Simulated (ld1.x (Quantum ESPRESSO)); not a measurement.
What one change does to a pseudopotential (chromium (Cr), TM)

| Item | Value |
| --- | --- |
| Element | chromium |
| Generator | ld1.x (Quantum ESPRESSO) 7.5 |
| Type | norm-conserving Troullier–Martins (Kleinman–Bylander form) |
| Functional | PBE |
| Relativity | scalar-relativistic |
| Frozen core | [Ne] 3s2 |
| Valence charge | 12 |
| Reference configuration | 3p6 3d5 4s0.75 4p0 (charge +0.25) |
| Partial waves | 4s (bound): rc 2.10 bohr; 3p (bound): rc 1.20 bohr; 3d (bound): rc 2.05 bohr |
| Local potential | all-electron potential smoothed inside 1.30 bohr (lloc = -1) |
| Core correction | Bessel-smoothed model core inside 1.20 bohr |

Change: wave 3d (bound): rc 2.05 bohr becomes 3d (bound): rc 2.98 bohr.

Cutoffs: the cutoffs (Ry, on a coarse ladder) from which the occupation-weighted sum of valence levels, in a spherical-Bessel basis at the reference potential, stays within 10 and 1 mRy of its value at 400 Ry; they do not see the model core or the augmentation charge, which bear on the density cutoff. Errors are all-electron minus pseudo energies relative to the spin-unpolarised reference configuration.

Q: How do hardness, ghosts and transferability respond?

A: The potential gets softer (70 Ry and 110 Ry → 55 Ry and 100 Ry); both files keep a bound ghost (s); of the 7 tests that both files solve, the error grows in 5 and shrinks in 1 by more than 15 % and 0.3 meV (median size 2.4 → 6.6 meV). A larger radius leaves more room for a smooth pseudo-wave, so fewer plane waves are needed.

```tsv
quantity	base	changed
cutoff, loose	70 Ry	55 Ry
cutoff, tight	110 Ry	100 Ry
loose cutoff by channel (10 mRy a level)	s 10 Ry, p 45 Ry, d 50 Ry	s 10 Ry, p 45 Ry, d 30 Ry
bound ghosts	s	s
error for 3p6 3d5 4s1 4p0, meV [ΔE -1.17 eV]	0.0	+0.6
error for 3p6 3d5 4s0 4p0, meV [ΔE 5.73 eV]	-3.5	-3.9
error for 3p6 3d4 4s0 4p0, meV [ΔE 21.78 eV]	-4.0	+28
error for 3p6 3d2 4s0 4p0, meV [ΔE 100.89 eV]	+754	+4229
error for 3p6 3d5.5 4s0.5 4p0, meV [ΔE -0.45 eV]	-2.3	+6.6
error for 3p6 3d4 4s1 4p0, meV [ΔE 6.81 eV]	-2.4	+129
error for 3p6 3d5 4s0 4p1, meV [ΔE 1.95 eV]	+2.1	+1.4
```

Changed file: These tests converged, but a pseudo level misses the all-electron one widely, so the file describes the atom poorly there or has found another state: 3p6 3d2 4s0 4p0: 3d by 4.8 eV (a node warning on the way). A true bound ghost makes a file unfit for plane-wave use even where its test errors are small: the radial tests pick states by their node count and pass the ghost by.
